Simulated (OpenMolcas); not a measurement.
**OpenMolcas run: O IV**

Input:

```
&GATEWAY
Coord
1

O 0.0 0.0 0.0
Basis=ANO-RCC-VQZP
Group=XYZ
NoMove
AngMom=0.0 0.0 0.0
AMFI
&SEWARD
* reference wave functions (RASSCF and RASSI steps not shown): 3 electrons in 9 orbitals (RAS2 2s 2p; RAS3 3d, at most 2 electrons)
>>> COPY JOB001 $Project.JobIph
&CASPT2
Multistate=1 1
Frozen=0 0
IPEA=0.0
Imaginary=0.1
MaxIter=60
WThr=0.0 0.3 0.05
PrWF=0.5
NoMix
>>> COPY JOB002 $Project.JobIph
&CASPT2
Multistate=11 1 2 3 4 5 6 7 8 9 10 11
Frozen=0 0
IPEA=0.0
Imaginary=0.1
MaxIter=60
WThr=0.0 0.3 0.05
PrWF=0.5
NoMix
>>> COPY JOB003 $Project.JobIph
&CASPT2
Multistate=3 1 2 3
Frozen=0 0
IPEA=0.0
Imaginary=0.1
MaxIter=60
WThr=0.0 0.3 0.05
PrWF=0.5
NoMix
...
```

Output, cut to the results:

```
--- CASPT2 ---
Orbital specifications:
      -----------------------

      Symmetry species                           1   2
                                                ag  au
      Frozen orbitals                            0   0
      Inactive orbitals                          1   0
      Active orbitals                            6   3
      Secondary orbitals                        22  23
      Deleted orbitals                           0   0
      Number of basis functions                 29  26
Type of calculation                        SS-CASPT2
      Fock operator                              state-specific
      IPEA shift                                 0.00
      Real shift                                 0.00
      Imaginary shift                            0.10
      The input orbitals will be transformed to quasi-canonical
Reference energy:         -70.1762255369
      E2 (Non-variational):      -0.0265297222
      Shift correction:          -0.0000030393
      E2 (Variational):          -0.0265327615
      Total energy:             -70.2027582984
      Residual norm:              0.0000006689
      Reference weight:           0.99797
      Contributions to the CASPT2 correlation energy
      Active & Virtual Only:         -0.0104955726
      One Inactive Excited:          -0.0102841802
      Two Inactive Excited:          -0.0057499694
::    CASPT2 Root  1     Total energy:    -70.20275830
--- CASPT2 ---
Orbital specifications:
      -----------------------

      Symmetry species                           1   2
                                                ag  au
      Frozen orbitals                            0   0
      Inactive orbitals                          1   0
      Active orbitals                            6   3
      Secondary orbitals                        22  23
      Deleted orbitals                           0   0
      Number of basis functions                 29  26
Type of calculation                        MS-CASPT2
      Fock operator                              state-specific
      IPEA shift                                 0.00
      Real shift                                 0.00
      Imaginary shift                            0.10
      The input orbitals will be transformed to quasi-canonical
Reference energy:         -71.2308381598
      E2 (Non-variational):      -0.0240720850
      Shift correction:          -0.0000074458
      E2 (Variational):          -0.0240795308
      Total energy:             -71.2549176905
      Residual norm:              0.0000009492
      Reference weight:           0.99722
      Contributions to the CASPT2 correlation energy
      Active & Virtual Only:         -0.0143991518
      One Inactive Excited:          -0.0051169025
      Two Inactive Excited:          -0.0045560307
Reference energy:         -71.2308381598
      E2 (Non-variational):      -0.0240720850
      Shift correction:          -0.0000074458
      E2 (Variational):          -0.0240795308
      Total energy:             -71.2549176905
      Residual norm:              0.0000009492
      Reference weight:           0.99722
      Contributions to the CASPT2 correlation energy
      Active & Virtual Only:         -0.0143991518
      One Inactive Excited:          -0.0051169025
      Two Inactive Excited:          -0.0045560307
::    CASPT2 Root  1     Total energy:    -71.25491769
::    CASPT2 Root  2     Total energy:    -71.25491769
::    CASPT2 Root  3     Total energy:    -71.25491769
::    CASPT2 Root  4     Total energy:    -70.09220640
::    CASPT2 Root  5     Total energy:    -70.09220641
::    CASPT2 Root  6     Total energy:    -70.09220641
::    CASPT2 Root  7     Total energy:    -70.09220641
::    CASPT2 Root  8     Total energy:    -70.09220644
::    CASPT2 Root  9     Total energy:    -69.93405139
::    CASPT2 Root 10     Total energy:    -69.93405139
::    CASPT2 Root 11     Total energy:    -69.93405139
::    MS-CASPT2 Root  1     Total energy:    -71.25495098
::    MS-CASPT2 Root  2     Total energy:    -71.25495098
::    MS-CASPT2 Root  3     Total energy:    -71.25495098
::    MS-CASPT2 Root  4     Total energy:    -70.09221080
::    MS-CASPT2 Root  5     Total energy:    -70.09220739
::    MS-CASPT2 Root  6     Total energy:    -70.09220633
::    MS-CASPT2 Root  7     Total energy:    -70.09220591
::    MS-CASPT2 Root  8     Total energy:    -70.09220164
::    MS-CASPT2 Root  9     Total energy:    -69.93401809
::    MS-CASPT2 Root 10     Total energy:    -69.93401809
::    MS-CASPT2 Root 11     Total energy:    -69.93401809
--- CASPT2 ---
Orbital specifications:
      -----------------------

      Symmetry species                           1   2
                                                ag  au
      Frozen orbitals                            0   0
      Inactive orbitals                          1   0
      Active orbitals                            6   3
      Secondary orbitals                        22  23
      Deleted orbitals                           0   0
      Number of basis functions                 29  26
Type of calculation                        MS-CASPT2
      Fock operator                              state-specific
      IPEA shift                                 0.00
      Real shift                                 0.00
      Imaginary shift                            0.10
      The input orbitals will be transformed to quasi-canonical
Reference energy:         -70.9144690272
      E2 (Non-variational):      -0.0181818048
      Shift correction:          -0.0000016766
      E2 (Variational):          -0.0181834814
      Total energy:             -70.9326525086
      Residual norm:              0.0000001927
      Reference weight:           0.99873
      Contributions to the CASPT2 correlation energy
      Active & Virtual Only:         -0.0074470737
      One Inactive Excited:          -0.0057603540
      Two Inactive Excited:          -0.0049743772
Reference energy:         -70.9144690272
...
```

Levels above the lowest, from the spin-orbit matrix with the multistate effective Hamiltonian, averaged by term, added to it:

| Configuration | Term | J | E (cm-1) | Measured (cm-1) | g | Term weight % |
| --- | --- | --- | --- | --- | --- | --- |
| 2s2 2p | 2P* | 1/2 | 0.0 | 0.0 | 0.666 | 100 |
| 2s2 2p | 2P* | 3/2 | 352 | 386 | 1.334 | 100 |
| 2s 2p2 | 4P | 1/2 | 70760 | 71440 | 2.671 | 100 |
| 2s 2p2 | 4P | 3/2 | 70887 | 71570 | 1.735 | 100 |
| 2s 2p2 | 4P | 5/2 | 71097 | 71756 | 1.601 | 100 |
| 2s 2p2 | 2D | 3/2 | 127197 | 126950 | 0.800 | 100 |
| 2s 2p2 | 2D | 5/2 | 127199 | 126936 | 1.200 | 100 |
| 2s 2p2 | 2S | 1/2 | 164925 | 164366 | 2.002 | 100 |
| 2s 2p2 | 2P | 1/2 | 181363 | 180481 | 0.666 | 100 |
| 2s 2p2 | 2P | 3/2 | 181608 | 180724 | 1.334 | 100 |
| 2p3 | 4S* | 3/2 | 231163 | 231538 | 2.002 | 100 |
| 2p3 | 2D* | 3/2 | 255425 | 255185 | 0.800 | 100 |
| 2p3 | 2D* | 5/2 | 255428 | 255156 | 1.200 | 100 |
| 2p3 | 2P* | 1/2 | 290138 | 289015 | 0.666 | 100 |
| 2p3 | 2P* | 3/2 | 290153 | 289024 | 1.334 | 100 |

Against the 14 measured excited levels shown (Moore, Selected Tables of Atomic Spectra, NSRDS-NBS 3, section 10) the mean absolute deviation is 570 cm-1; the largest miss in energy is 2p3 2P* 3/2: computed 290153, measured 289024 cm-1 (+0.4 %), and the largest in proportion 2s2 2p 2P* 3/2 (-8.8 %).

Active for correlation alone: 3d; no level in the range computed is led by a configuration that fills it, so any true level of that kind is missing. Computed and measured levels are paired by configuration, term and J; levels that our copy of the source lacks, or whose pairing is in doubt (as where it misses far off the trend of its configuration), stay unpaired and out of the deviations. Only configurations of the active space appear. The first state left out of the spin-orbit step lies near 770000 cm-1 above the lowest spin-free state of the reference (among the parities and spins computed), and the list stops at four fifths of that energy or lower.

The term weight is that of the spin-free term in the level, not the purity of its configuration. * marks odd parity.
